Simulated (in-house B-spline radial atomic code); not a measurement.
# Binding energies in the cobalt ion Co²⁺

NIST's tabulated ground configuration is [Ar] 3d7; each binding energy is the energy of the ion with one electron taken from that subshell, relaxed, less that of the parent. Computed with a radial B-spline atomic code at the basis-set limit: Dirac-Hartree-Fock, average of configuration, Fermi nucleus of rms radius 3.7875 fm. Energies include first-order Breit, QED and recoil terms.

| subshell | X-ray name | binding energy (eV) | -ε (eV) | relaxation (eV) |
| --- | --- | --- | --- | --- |
| 1s | K | 7743.8 | 7799.7 | 43.0 |
| 2s | L1 | 963.5 | 984.5 | 20.0 |
| 2p1/2 | L2 | 829.6 | 852.2 | 21.7 |
| 2p3/2 | L3 | 815.1 | 837.1 | 21.4 |
| 3s | M1 | 140 | 144.8 | 4.7 |
| 3p1/2 | M2 | 98.44 | 102.87 | 4.33 |
| 3p3/2 | M3 | 96.62 | 100.89 | 4.22 |
| 3d | M4,5 | 33.13 | 36.30 | 3.17 |

Relaxation = -ε minus the binding energy without Breit, QED and recoil terms.

Emission lines follow as differences of binding energies, with λ = 12398.42 eV·Å / E:

```tsv
line	holes	energy (eV)	wavelength (Å)
K-L3	1s → 2p3/2	6928.7	1.7894
K-L2	1s → 2p1/2	6914.2	1.7932
K-M3	1s → 3p3/2	7647.2	1.6213
L1-M3	2s → 3p3/2	866.9	14.302
L3-M1	2p3/2 → 3s	675.1	18.365
```

(1) What screening constant σ does Moseley's law, E = (3/4)·13.6057 eV·(Z - σ)², need for K-L3?

(2) What does it cost to remove both a 1s and a 3p1/2 electron?

(3) What does it cost to remove both a 2s and a 3d electron?

(4) What does it cost to remove both a 2p1/2 and a 3p3/2 electron?

## Answers

(1) σ = 0.94.

(2) 7870.2 eV, which is 28.01 eV more than the two single binding energies together.

(3) 1019.8 eV, which is 23.12 eV more than the two single binding energies together.

(4) 951.65 eV, which is 25.46 eV more than the two single binding energies together.
